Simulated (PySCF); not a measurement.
Isomers of C6H10O.

All values: CAM-B3LYP/def2-SVPD (PySCF) at GFN2-xTB geometries, gas phase, one conformer each. Core orbitals are frozen in the response; Δα² is half the sum of the squared differences of the principal polarisabilities.

Question: Rank by HOMO energy, highest first.
A. `[CH3:1][O:2][CH2:3][CH:4]=[C:5]1[CH2:6][CH2:7]1` with C1–O2–C3–C4 68°, O2–C3–C4–C5 -114°
B. `[CH2:1]=[CH:2]/[CH:3]=[CH:4]\[CH2:5][O:6][CH3:7]` with C1–C2–C3–C4 -179°, C3–C4–C5–O6 -179°, C4–C5–O6–C7 -179°
C. `[CH2:1]1[CH2:2][CH2:3][C@H:4]2[O:5][C@H:6]2[CH2:7]1` with C7–C1–C2–C3 -68°, C1–C2–C3–C4 49°, C2–C3–C4–O5 -84°, C3–C4–O5–C6 112°
D. `[CH2:1]=[C:2]([CH3:3])[CH2:4][C:5]([CH3:6])=[O:7]` with C1–C2–C4–C5 105°, C2–C4–C5–C6 -90°
E. `[CH3:1][O:2][C:3]1=[CH:4][CH2:5][CH2:6][CH2:7]1` with C1–O2–C3–C4 -1°, C3–C4–C5–C6 -13°, C4–C5–C6–C7 21°, C5–C6–C7–C3 -21°, O2–C3–C7–C6 -167° (1-methoxycyclopentene)

Answer: E (-7.52 eV), B (-7.84 eV), D (-8.37 eV), A (-8.73 eV), C (-9.14 eV).

Question: Rank by mean static polarisability, lowest first.
A. `[CH2:1]=[C:2]([CH3:3])[CH2:4][C:5]([CH3:6])=[O:7]` with C1–C2–C4–C5 105°, C2–C4–C5–C6 -90°
B. `[CH2:1]1[CH2:2][CH2:3][C@H:4]2[O:5][C@H:6]2[CH2:7]1` with C7–C1–C2–C3 -68°, C1–C2–C3–C4 49°, C2–C3–C4–O5 -84°, C3–C4–O5–C6 112°
C. `[CH2:1]=[CH:2]/[CH:3]=[CH:4]\[CH2:5][O:6][CH3:7]` with C1–C2–C3–C4 -179°, C3–C4–C5–O6 -179°, C4–C5–O6–C7 -179°
D. `[CH3:1][C:2]1=[CH:3][CH2:4][CH2:5][CH2:6][O:7]1` with C2–C3–C4–C5 -17°, C3–C4–C5–C6 45°, C4–C5–C6–O7 -62°, C5–C6–O7–C2 44°
E. `[CH3:1][O:2][CH2:3][CH:4]=[C:5]1[CH2:6][CH2:7]1` with C1–O2–C3–C4 68°, O2–C3–C4–C5 -114°
F. `[CH2:1]=[CH:2]/[C:3]([CH3:4])=[CH:5]/[CH2:6][OH:7]` with C1–C2–C3–C4 -2°, C3–C5–C6–O7 -178°, C5–C6–O7–H 55°

Answer: B (10.11 Å³), D (10.81 Å³), A (11.06 Å³), E (11.31 Å³), F (12.34 Å³), C (12.59 Å³).

Question: Rank by polarisability anisotropy Δα, lowest first.
A. `[CH3:1][O:2][CH2:3][CH:4]=[C:5]1[CH2:6][CH2:7]1` with C1–O2–C3–C4 68°, O2–C3–C4–C5 -114°
B. `[CH3:1][O:2][C:3]1=[CH:4][CH2:5][CH2:6][CH2:7]1` with C1–O2–C3–C4 -1°, C3–C4–C5–C6 -13°, C4–C5–C6–C7 21°, C5–C6–C7–C3 -21°, O2–C3–C7–C6 -167°
C. `[CH2:1]=[C:2]([CH3:3])[CH2:4][C:5]([CH3:6])=[O:7]` with C1–C2–C4–C5 105°, C2–C4–C5–C6 -90°
D. `[CH2:1]=[CH:2]/[C:3]([CH3:4])=[CH:5]/[CH2:6][OH:7]` with C1–C2–C3–C4 -2°, C3–C5–C6–O7 -178°, C5–C6–O7–H 55°
E. `[CH2:1]1[CH2:2][CH2:3][C@H:4]2[O:5][C@H:6]2[CH2:7]1` with C7–C1–C2–C3 -68°, C1–C2–C3–C4 49°, C2–C3–C4–O5 -84°, C3–C4–O5–C6 112°
F. `[CH2:1]=[CH:2]/[CH:3]=[CH:4]\[CH2:5][O:6][CH3:7]` with C1–C2–C3–C4 -179°, C3–C4–C5–O6 -179°, C4–C5–O6–C7 -179°

Answer: E (1.75 Å³), C (3.21 Å³), B (3.63 Å³), A (4.09 Å³), D (8.70 Å³), F (9.61 Å³).

All values together:

| SMILES | μ (D) | HOMO (eV) | LUMO (eV) | α (Å³) | Δα (Å³) |
| --- | --- | --- | --- | --- | --- |
| COCC=C1CC1 | 1.92 | -8.73 | 1.09 | 11.31 | 4.09 |
| C1CC[C@H]2O[C@H]2C1 | 2.00 | -9.14 | 1.39 | 10.11 | 1.75 |
| COC1=CCCC1 | 0.85 | -7.52 | 1.41 | 10.84 | 3.63 |
| CC1=CCCCO1 | 1.04 | -7.52 | 1.34 | 10.81 | 3.44 |
| C=C/C(C)=C/CO | 1.56 | -7.82 | 0.27 | 12.34 | 8.70 |
| C=C/C=C\COC | 1.33 | -7.84 | 0.20 | 12.59 | 9.61 |
| C=C(C)CC(C)=O | 2.58 | -8.37 | 0.33 | 11.06 | 3.21 |

Conformers: `[CH3:1][O:2][CH2:3][CH:4]=[C:5]1[CH2:6][CH2:7]1` with C1–O2–C3–C4 68°, O2–C3–C4–C5 -114°; `[CH2:1]1[CH2:2][CH2:3][C@H:4]2[O:5][C@H:6]2[CH2:7]1` with C7–C1–C2–C3 -68°, C1–C2–C3–C4 49°, C2–C3–C4–O5 -84°, C3–C4–O5–C6 112°; `[CH3:1][O:2][C:3]1=[CH:4][CH2:5][CH2:6][CH2:7]1` with C1–O2–C3–C4 -1°, C3–C4–C5–C6 -13°, C4–C5–C6–C7 21°, C5–C6–C7–C3 -21°, O2–C3–C7–C6 -167°; `[CH3:1][C:2]1=[CH:3][CH2:4][CH2:5][CH2:6][O:7]1` with C2–C3–C4–C5 -17°, C3–C4–C5–C6 45°, C4–C5–C6–O7 -62°, C5–C6–O7–C2 44°; `[CH2:1]=[CH:2]/[C:3]([CH3:4])=[CH:5]/[CH2:6][OH:7]` with C1–C2–C3–C4 -2°, C3–C5–C6–O7 -178°, C5–C6–O7–H 55°; `[CH2:1]=[CH:2]/[CH:3]=[CH:4]\[CH2:5][O:6][CH3:7]` with C1–C2–C3–C4 -179°, C3–C4–C5–O6 -179°, C4–C5–O6–C7 -179°; `[CH2:1]=[C:2]([CH3:3])[CH2:4][C:5]([CH3:6])=[O:7]` with C1–C2–C4–C5 105°, C2–C4–C5–C6 -90°.
